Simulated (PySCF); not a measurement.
# Ionisation energy of V by level of theory

V [Ar] 3d3 4s2 (4F) → V⁺ [Ar] 3d4 (5D), as a difference of total energies. Computed with PySCF 2.14 in x2c-TZVPPall with one added diffuse shell each of s, p, d, f type (7s6p5d3f1g, 80 functions), with the spin-free X2C one-electron Hamiltonian (Gaussian nucleus). Correlated levels: valence: [Ar] frozen. The calculations carry no spin-orbit coupling.

| method | ionisation energy (eV) | error (eV) |
| --- | --- | --- |
| UHF | 6.168 | -0.564 |
| MP2 (valence) | 6.557 | -0.175 |
| SCS-MP2 (valence) | 7.066 | +0.334 |
| CCSD (valence) | 6.779 | +0.047 |
| CCSD(T) (valence) | 6.827 | +0.095 |

Reference: 6.732 eV (measured; NIST levels, between the centres of gravity of the two terms).

Errors of the correlated levels include the incompleteness of this basis and the frozen core.
